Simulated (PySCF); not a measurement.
**Basis and Hamiltonian dependence of the excitation energy of Ta**

Ta [Xe] 4f14 5d3 6s2 (4F) → Ta [Xe] 4f14 5d5 (6S). Calculated with PySCF 2.14 from differences of total energies of unrestricted determinants, without spin-orbit coupling. Values in eV.

```csv
basis,Hamiltonian,functions,UHF,LDA,PBE0,MP2 (valence),CCSD(T) (valence)
aug-cc-pwCVDZ-PP with ECP60MDF,ECP,70,2.992,2.827,2.750,3.275,3.465
def2-QZVPPD with the def2 core potential (60 electrons),ECP,84,3.080,2.931,2.861,3.401,3.570
x2c-TZVPPall,spin-free X2C,97,3.020,3.041,3.000,3.368,3.557
ANO-RCC-VTZP,spin-free X2C,104,3.023,3.035,2.980,3.337,3.573
"x2c-TZVPPall with one added diffuse shell each of s, p, d, f type",spin-free X2C,113,3.019,3.040,2.999,3.365,3.549
"aug-cc-pVTZ-PP with one added diffuse shell each of s, p, d, f, g type with ECP60MDF",ECP,113,3.006,2.830,2.760,3.353,n/a
aug-cc-pwCVTZ-PP with ECP60MDF,ECP,122,3.011,2.830,2.761,3.347,n/a
x2c-QZVPPall,spin-free X2C,144,2.995,n/a,n/a,n/a,n/a
```

Frozen in the all-electron rows: valence: [Xe] 4f14; with a core potential, the same shells as far as they lie outside it.
